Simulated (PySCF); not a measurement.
# Broadened absorption spectrum of C2H5PSe

Compound: C2H5PSe.
SMILES: `[Se]=[PH]1CC1`

Theory: PySCF 2.14.0, density-fitted response routines, TDDFT CAM-B3LYP/def2-SVPD, vertical, gas phase, core orbitals frozen in the response. Isolated species at its PBE0-D3(BJ)/def2-SVP geometry, gas phase. The CAM-B3LYP/def2-SVPD calculation is non-relativistic and has no spin–orbit coupling, an omission that weighs most on selenium.

Computed states:

| state | E (eV) | f |
| --- | --- | --- |
| S1 | 4.32 | 0.0071 |
| S2 | 4.68 | 0.011 |
| S3 | 5.26 | 0.0011 |
| S4 | 5.35 | 0.060 |
| S5 | 5.39 | 0.0095 |
| S6 | 6.02 | 0.159 |
| S7 | 6.11 | 0.078 |
| S8 | 6.26 | 0.0038 |
| S9 | 6.49 | 0.109 |
| S10 | 6.67 | 0.048 |

Each state is given a Gaussian of 0.3 eV full width at half maximum, with ε(max) = 2.175×10⁸ f / Δν̃ (Δν̃ the width in cm⁻¹). The cross-section is σ = 3.8235×10⁻²¹ ε cm², given in Mb (10⁻¹⁸ cm²). The width is an assumption, not a result. The curve ends short of the highest state used, and states not computed would add to its high-energy end.

Task: Give the broadened spectrum and its maxima.

Result: 
(E (eV), σ (Mb)): (3.87, 0.00), (3.91, 0.01), (3.95, 0.03), (3.99, 0.08), (4.03, 0.18), (4.07, 0.35), (4.11, 0.62), (4.15, 0.99), (4.19, 1.44), (4.23, 1.90), (4.27, 2.28), (4.31, 2.50), (4.35, 2.53), (4.39, 2.42), (4.43, 2.29), (4.47, 2.27), (4.51, 2.44), (4.55, 2.82), (4.59, 3.29), (4.63, 3.68), (4.67, 3.84), (4.71, 3.67), (4.75, 3.20), (4.79, 2.53), (4.83, 1.82), (4.87, 1.20), (4.91, 0.76), (4.95, 0.56), (4.99, 0.65), (5.03, 1.15), (5.07, 2.23), (5.11, 4.15), (5.15, 7.06), (5.19, 10.93), (5.23, 15.38), (5.27, 19.66), (5.31, 22.81), (5.35, 24.05), (5.39, 23.01), (5.43, 20.00), (5.47, 15.79), (5.51, 11.33), (5.55, 7.42), (5.59, 4.53), (5.63, 2.82), (5.67, 2.36), (5.71, 3.32), (5.75, 6.11), (5.79, 11.33), (5.83, 19.55), (5.87, 30.84), (5.91, 44.40), (5.95, 58.33), (5.99, 70.01), (6.03, 76.88), (6.07, 77.38)

Maxima: 286 nm (4.34 eV), ε about 660, made up of S1 (96%); 265 nm (4.67 eV), ε about 1000, made up of S2 (98%); 232 nm (5.35 eV), ε about 6300, made up of S4 (86%) and S5 (13%); 205 nm (6.05 eV), ε about 20000, made up of S6 (68%) and S7 (31%) (ε in L mol⁻¹ cm⁻¹; maxima over ε = 5, shares over 10%).

Task: What would ε be at 6.05 eV, the highest of these maxima, with half the width (0.15 eV)?

Result: About 35100 L mol⁻¹ cm⁻¹ against 20400, a factor of about 1.7; a lone state at its own centre would give exactly 2.

Task: On this curve, what absorbance would a 10⁻⁴ mol/L sample give at 222 nm over a 1 cm path?

Result: 222 nm is 5.585 eV, where ε is about 1300 L mol⁻¹ cm⁻¹, so A = ε c l ≈ 0.13 (Beer–Lambert, with the gas-phase spectrum and the assumed width).

Task: Coming from long wavelengths, where does ε first pass 100 L mol⁻¹ cm⁻¹?

Result: At about 304 nm (4.08 eV), 0.24 eV below S1.

The vertical ionisation energy (ΔSCF) is 8.21 eV, 1.54 eV above S10.
